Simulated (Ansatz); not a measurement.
`C[SiH2]CCCl` and `BCC[SiH2]C` differ in one atom or group.

Ansatz, PBE0-D4/def2-TZVP geometries, multiplicity 1. Each molecule was computed in one conformer, which needn't be the lowest.

```csv
property,`C[SiH2]CCCl`
LUMO energy (PBE0/def2-TZVPP) / eV,0.37
size of the dipole moment (PBE/def2-TZVPP) / D,1.97
LUMO energy (ωB97M-V/def2-TZVPP) / eV,2.03
HOMO energy (ωB97M-V/def2-TZVPP) / eV,-10.45
HOMO–LUMO gap (ωB97M-V/def2-TZVPP) / eV,12.48
HOMO–LUMO gap (B3LYP/def2-TZVPP) / eV,8.03
```

What does the change do to each property? (Best estimate.)

The calculation gave: 
```
                                      property  `BCC[SiH2]C`  shift
            LUMO energy (PBE0/def2-TZVPP) / eV         -1.35  -1.72
size of the dipole moment (PBE/def2-TZVPP) / D          0.73  -1.24
         LUMO energy (ωB97M-V/def2-TZVPP) / eV          0.55  -1.48
         HOMO energy (ωB97M-V/def2-TZVPP) / eV        -10.22   0.23
       HOMO–LUMO gap (ωB97M-V/def2-TZVPP) / eV         10.77  -1.71
         HOMO–LUMO gap (B3LYP/def2-TZVPP) / eV          6.19  -1.84
```

With PBE0 the HOMO rises by 0.21 eV and the LUMO falls by 1.72 eV, so the gap narrows by about 1.93 eV. PBE moves the HOMO by 0.09 eV and ωB97M-V by 0.23 eV. Dipoles are sizes alone; their direction can turn.

B3LYP here is the variant with VWN-RPA as its local correlation; programs differ in this.
